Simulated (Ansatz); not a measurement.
Geometry optimisation, Ansatz, RKS PBE-D4/def2-SVP.

The input (input.yaml):

```yaml
crystal:
  periodic: [false, false, false]
  atoms:
    - { symbol: C, position_ang: [-0.4605, 1.0624, -0.029] }
    - { symbol: O, position_ang: [-0.9112, -0.2574, 0.0138] }
    - { symbol: Si, position_ang: [-2.48984, -0.50277, 0.38259] }
    - { symbol: S, position_ang: [-2.67484, -0.37491, 2.59625] }
    - { symbol: H, position_ang: [0.5425, 1.1964, -0.3587] }
    - { symbol: H, position_ang: [-1.1224, 1.626, -0.7964] }
    - { symbol: H, position_ang: [-0.6491, 1.6113, 0.9231] }
    - { symbol: H, position_ang: [-1.51095, -1.03726, 2.8145] }
basis:
  gaussian: { orbitals: def2-SVP }
hamiltonian:
  xc: pbe
  dispersion: d4
relax:
  f_tol: 0.015
  max_steps: 40
output:
  orbitals: {}
```

Command:

```bash
$ ansatz run input.yaml --threads 1 --pin off --max-ram 2048MiB --backend cpu --events-out ev --progress --plain --runs-dir out
```

Task: Where does it end, and by what steps?

Result: The forces met the threshold. The force dipped under the threshold on the way, but the program's further checks kept it going. After 27 steps the energy has fallen by 0.726 eV; H8 moved furthest, 1.15 Å.

```
step  energy less start (eV)  largest force component (eV/Å)  accepted
   0                  0.0000                           2.541       yes
   1                 -0.2737                           0.812       yes
   2                 -0.3539                           1.257       yes
   3                 -0.4726                           0.196       yes
   4                 -0.5145                           0.269       yes
   5                 -0.6000                           0.471       yes
   6                 -0.6273                           0.721       yes
   7                 -0.6717                           0.512       yes
   8                 -0.6860                           0.504       yes
   9                 -0.6846                           0.680        no
  10                 -0.7084                           0.175       yes
  11                 -0.7147                           0.032       yes
  12                 -0.7163                           0.051       yes
  13                 -0.6941                           0.700        no
  14                 -0.7178                           0.097       yes
  15                 -0.7187                           0.149       yes
  16                 -0.7202                           0.055       yes
  17                 -0.7222                           0.056       yes
  18                 -0.7201                           0.274        no
  19                 -0.7229                           0.042       yes
  20                 -0.7236                           0.135       yes
  21                 -0.7243                           0.088       yes
  22                 -0.7249                           0.011       yes
  23                 -0.7252                           0.035       yes
  24                 -0.7253                           0.049       yes
  25                 -0.7255                           0.029       yes
  26                 -0.7257                           0.002       yes
  27                 -0.7257                           0.008       yes
```

```xyz
8
Properties=species:S:1:pos:R:3
C -0.672 1.093 0.093
O -1.697 0.240 -0.371
Si -2.669 -0.944 0.324
S -2.027 -1.014 2.438
H 0.200 0.516 0.477
H -0.324 1.728 -0.747
H -1.032 1.762 0.908
H -1.055 -0.058 2.424
```

Run time: 79 s on 1 thread of Arm Neoverse V1, on a shared host, peak memory 0.14 GiB.
